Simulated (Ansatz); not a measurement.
Cl2Cu, doublet, at a GFN2-xTB geometry (such geometries of metal compounds can be far from the true shape).

Here is a job for Ansatz (a quantum-chemistry and plane-wave program).
Ansatz 0.2 input:
```yaml
crystal:
  periodic: [false, false, false]
  atoms:
    - {symbol: Cu, position_ang: [0.00000000, 0.00000000, 0.00000000]}
    - {symbol: Cl, position_ang: [-0.00000000, -0.00000000, -2.03485924]}
    - {symbol: Cl, position_ang: [0.00000000, 0.00000000, 2.03485924]}
basis:
  gaussian:
    orbitals: 6-31G
hamiltonian:
  xc: blyp
  dispersion: d3bj
magnetization: {spin_polarized: true, initial_magnetization: 1}
```

What number of basis functions does BLYP-D3BJ/6-31G (Ansatz) give?

55

Predict the total energy from BLYP-D3BJ/6-31G.

-2560.7041 Eh

Give the <S^2> at the level BLYP-D3BJ/6-31G.

0.751
